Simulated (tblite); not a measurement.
Species: C7H11P.
Geometry (GFN2-xTB, Å), atoms numbered from 1 in this order:
```xyz
19
C7H11P angstrom
C     -1.359    3.385   -0.643
C     -1.435    2.191   -0.710
C     -1.501    0.754   -0.785
P     -0.537   -0.036    0.623
C     -0.484   -1.712   -0.104
C     -0.910   -2.783    0.543
C      1.159    0.508    0.074
C      2.240   -0.163    0.909
H     -1.309    4.431   -0.594
H     -2.541    0.427   -0.692
H     -1.102    0.407   -1.744
H     -0.071   -1.795   -1.106
H     -1.315   -2.710    1.540
H     -0.874   -3.772    0.112
H      1.296    0.282   -0.989
H      1.204    1.594    0.197
H      2.210   -1.244    0.776
H      3.228    0.193    0.619
H      2.092    0.052    1.965
```

Level: GFN2-xTB in tblite, geometry and Hessian alike; calculated harmonic values, unscaled, isolated species. The method is semi-empirical: single wavenumbers can be off by several per cent or more. One conformer, not necessarily the lowest.

Harmonic wavenumbers (cm⁻¹): 37.4, 50.3, 71.1, 111.1, 171.1, 190.2, 214.6, 250.3, 289.8, 307.6, 356.6, 400.5, 539.9, 624.5, 636.4, 673.0, 698.6, 736.3, 770.9, 817.1, 905.0, 982.2, 1003.9, 1006.6, 1013.6, 1015.6, 1074.2, 1102.5, 1178.4, 1222.6, 1238.8, 1254.5, 1397.9, 1401.4, 1411.3, 1448.3, 1497.6, 1501.6, 1665.9, 2285.3, 2904.2, 2917.0, 2932.9, 2956.4, 2976.8, 3014.9, 3019.2, 3031.3, 3078.2, 3111.1, 3398.8.

A = 2396, B = 1141, C = 837.3 MHz; mass 126.060 u (most abundant isotopes); point group C1, symmetry number 1.

Question: What is the zero-point energy?

Answer: Half the sum of the wavenumbers: 33448 cm⁻¹ = 400.12 kJ/mol.

Question: Give the ideal-gas entropy at 298.15 K and 1 bar in the rigid-rotor, harmonic-oscillator model (classical rotation).

Answer: Translation 169.18, rotation 122.72, vibration 144.69: S = 436.6 J/(mol K).

Question: And Cp and H(298.15 K) − H(0)?

Answer: Cp = 170.32 J/(mol K), of which vibrations give 137.06 (their classical limit is 51 R = 424.0); H(298.15 K) − H(0) = 31.67 kJ/mol without the zero-point energy, 21.75 from vibrations.

Question: What must be added to the electronic energy to get the Gibbs energy at 298.15 K and 1 bar?

Answer: ZPE + [H(298.15 K) − H(0)] − T·S = 400.12 + 31.67 − 130.17 = 301.62 kJ/mol.

Question: Blend soft modes into free rotors: weight 1/[1 + (100 cm⁻¹/ν̃)⁴] for the oscillator and the rest for a rotor with moment μB/(μ + B), μ = h/(8π²ν), B = 10⁻⁴⁴ kg m². What vibrational entropy results?

Answer: 129.44 J/(mol K) in place of 144.69, which changes −T·S at 298.15 K by +4.55 kJ/mol.

Question: How do the functions run with temperature in this model?

Answer: 
```
 T (K)  S (J/(mol K))  Cp (J/(mol K))  H − H(0) (kJ/mol)  G − H(0) (kJ/mol)  ln q(vib)
    50          252.5            61.3               2.30             -10.33       0.88
   100          303.3            87.5               6.03             -24.29       2.48
373.15          478.0           199.8              45.57            -132.82      10.80
   500          542.7           242.3              73.72            -197.62      14.36
   750          653.1           301.9             142.29            -347.52      20.93
  1000          745.8           342.1             223.10            -522.69      26.92
```

q(vib) and H(0) count from the zero-point level.

Hindered rotation and anharmonicity are outside this model. Other conformers, if any are populated, would add a mixing term that is left out. The structure is chiral; the term R ln 2 for an equal mix with its mirror image is left out.
